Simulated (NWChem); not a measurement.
# SnHOCl, singlet; SMILES [OH][Sn][Cl]

```xyz
4

Sn     0.3378     0.4703     0.0000
Cl    -0.1274    -1.8934     0.0000
O     -1.5659     1.0450     0.0000
H     -2.1953     0.3108     0.0000
```
Atoms are numbered in this order, from 1.

Computed with NWChem. Low-valent species are run as closed-shell singlets; no triplet was tried in these runs. Coordinates come from a PBE0/def2-SVP optimisation. def2 effective core potentials on Sn; no spin-orbit coupling. Level B3LYP/def2-SVP: energy and gradient on several grids; changes count from the extra-fine grid, which is no exact limit either.

| grid | size of the energy change (μHa) | largest change of a gradient component (μHa/bohr) |
|---|---|---|
| xcoarse | 2000 | 2000 |
| coarse | 10 | 900 |
| medium | < 10 | 90 |
| fine | < 10 | < 30 |
| xfine | < 10 | < 30 |
